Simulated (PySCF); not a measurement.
## 4-aminothiophenol, C$_{6}$H$_{7}$NS

Molfile (atoms numbered from 1):
```
C6H7NS
     RDKit          3D

 15 15  0  0  0  0  0  0  0  0999 V2000
   -2.6189    0.1900   -0.0271 N   0  0  0  0  0  0  0  0  0  0  0  0
   -1.2424    0.0613   -0.0061 C   0  0  0  0  0  0  0  0  0  0  0  0
   -0.4097    1.1783    0.1655 C   0  0  0  0  0  0  0  0  0  0  0  0
    0.9723    1.0433    0.2369 C   0  0  0  0  0  0  0  0  0  0  0  0
    1.5766   -0.2137    0.1402 C   0  0  0  0  0  0  0  0  0  0  0  0
    3.3278   -0.4685    0.2181 S   0  0  0  0  0  0  0  0  0  0  0  0
    0.7521   -1.3315   -0.0309 C   0  0  0  0  0  0  0  0  0  0  0  0
   -0.6286   -1.1982   -0.1031 C   0  0  0  0  0  0  0  0  0  0  0  0
   -2.9773    1.1023   -0.2761 H   0  0  0  0  0  0  0  0  0  0  0  0
   -3.1300   -0.5655   -0.4642 H   0  0  0  0  0  0  0  0  0  0  0  0
   -0.8545    2.1738    0.2481 H   0  0  0  0  0  0  0  0  0  0  0  0
    1.5856    1.9384    0.3689 H   0  0  0  0  0  0  0  0  0  0  0  0
    3.6652    0.8248    0.3968 H   0  0  0  0  0  0  0  0  0  0  0  0
    1.1960   -2.3272   -0.1108 H   0  0  0  0  0  0  0  0  0  0  0  0
   -1.2475   -2.0903   -0.2336 H   0  0  0  0  0  0  0  0  0  0  0  0
  1  2  1  0
  2  3  1  0
  3  4  2  0
  4  5  1  0
  5  6  1  0
  5  7  2  0
  7  8  1  0
  8  2  2  0
  1  9  1  0
  1 10  1  0
  3 11  1  0
  4 12  1  0
  6 13  1  0
  7 14  1  0
  8 15  1  0
M  END
```

Method: TDDFT CAM-B3LYP/aug-cc-pVDZ excited states, vertical, gas phase in PySCF 2.14.0. Geometry: PBE0-D3(BJ)/def2-SVP.

Task: How strongly do the lowest singlets absorb one photon, and two photons of half the energy?

Result: δ for parallel linear polarisation; σ at the peak of a Lorentzian of half width 0.1 eV, single beam; Ω is circular over linear.
| state | E (eV) | f | photon λ (nm) | δ (au) | σ (GM) | Ω | main |
| --- | --- | --- | --- | --- | --- | --- | --- |
| S1 | 4.37 | 0.032 | 567 | 0.59 | 0.00 | 1.43 | HOMO→LUMO+3 0.47, HOMO→LUMO+2 0.45 |
| S2 | 4.55 | 0.003 | 544 | 82.4 | 0.63 | 1.49 | HOMO→LUMO 0.62, HOMO→LUMO+1 0.16 |
| S3 | 4.73 | 0.016 | 524 | 13.7 | 0.11 | 1.17 | HOMO→LUMO+1 0.46, HOMO→LUMO 0.26 |
| S4 | 5.08 | 0.285 | 488 | 11.4 | 0.11 | 0.76 | HOMO→LUMO+4 0.47, HOMO→LUMO+5 0.43 |
| S5 | 5.27 | 0.002 | 470 | 41.4 | 0.42 | 1.50 | HOMO→LUMO+3 0.28, HOMO→LUMO+2 0.25 |
| S6 | 5.34 | 0.012 | 464 | 154 | 1.61 | 1.50 | HOMO→LUMO+7 0.24, HOMO→LUMO+2 0.19 |

Among these, the strongest one-photon state is S4, the strongest two-photon state S6, with a dipole change of 6.3 D (relaxed, norm of the difference vector).
